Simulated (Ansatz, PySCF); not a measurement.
Pulling on the Ge1–H3 bond in BrGeH3 (SMILES [GeH3][Br]) (multiplicity 1 held, fragments rigid). Energies count from the point at 1.533 Å.
Geometry at that point (charge 0, multiplicity 1):
```xyz
5

Ge    -1.14560     0.04679     0.00463
Br     1.18424    -0.04837    -0.00479
H     -1.53994     1.48382    -0.35410
H     -1.60696    -0.33232     1.41625
H     -1.64237    -0.95589    -1.04279
```

Unrestricted levels (U-) break spin symmetry where that is lower. Active spaces are followed from a long bond inwards. Left out are points that failed, MP2 points that dive below the minimum, coupled-cluster points behind a jump of the amplitudes or a sharp parting from full CI or MRCI, small-basis points behind a change of solution, and semi-empirical points at long bonds. Levels need not reach the same state.

Cores are frozen in the correlated methods. Filled d and f shells under p-block atoms count as core. Rows in LANL2DZ carry no dispersion term and start afresh at each structure. LANL2DZ brings its own core potentials from Na on.

The values were computed with Ansatz (a first-principles code); PySCF for LANL2DZ rows. 

Energies in eV.

| R (Å) | R-BP86/LANL2DZ | U-CCSD/cc-pVTZ | SC-NEVPT2 on CASSCF(2,2)/cc-pVTZ | FIC-MRCISD+Q on CASSCF(2,2)/cc-pVTZ |
|---|---|---|---|---|
| 1.226 | 1.39 | 1.37 | 1.40 | 1.37 |
| 1.379 | 0.30 | 0.27 | 0.29 | 0.27 |
| 1.533 | 0.00 | 0.00 | 0.00 | 0.00 |
| 1.686 | 0.11 | 0.16 | 0.14 | 0.16 |
| 1.839 | 0.44 | 0.53 | 0.49 | 0.52 |
| 2.069 | 1.08 | 1.24 | 1.16 | 1.21 |
| 2.299 | 1.75 | 1.97 | 1.82 | 1.90 |
| 2.682 | 2.73 | 2.97 | 2.69 | 2.80 |
| 3.065 | 3.48 | 3.51 | 3.21 | 3.34 |
| 3.525 | 4.10 | 3.70 | 3.49 | 3.63 |
| 4.138 | 4.58 | 3.74 | 3.59 | 3.74 |
| 4.905 | left out | 3.75 | 3.62 | 3.77 |

Doubts at one or more of the structures used: a spin-contaminated determinant (U-CCSD/cc-pVTZ); T1 above 0.05 (U-CCSD/cc-pVTZ).
